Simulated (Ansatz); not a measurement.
Cl2FGeI, SMILES `[F][Ge]([Cl])([Cl])[I]`, relaxed with RKS PBE0-D4/def2-TZVP in Ansatz from a PBE-D4/def2-SVP geometry. The force threshold is 0.005 eV/Å; the program also tests the step.

The species carries charge 0 and has multiplicity 1. I takes the def2 core potential.

Start:

```xyz
5

F    -0.524   -0.208    1.716
Ge    0.003    0.030    0.071
Cl   -0.758    1.938   -0.558
Cl    2.150    0.080    0.105
I    -0.871   -1.840   -1.335
```

**Question.** By how much does the energy fall, and how many steps does the optimiser take? (An estimate is asked.)

**Answer.** Computed: 0.89 kcal/mol, in 4 steps.

**Question.** Which bonds change most? (Best estimate.)

**Answer.** The calculation gave: Ge2–Cl3 from 2.148 to 2.116 Å; Ge2–Cl4 from 2.148 to 2.116 Å; Ge2–I5 from 2.498 to 2.466 Å; F1–Ge2 from 1.743 to 1.717 Å.

**Question.** Give the relaxed structure. (An estimate is asked.)

**Answer.** The calculation gave: 
```xyz
5

F    -0.514   -0.204    1.684
Ge    0.005    0.031    0.065
Cl   -0.747    1.912   -0.544
Cl    2.120    0.081    0.109
I    -0.863   -1.820   -1.314
```
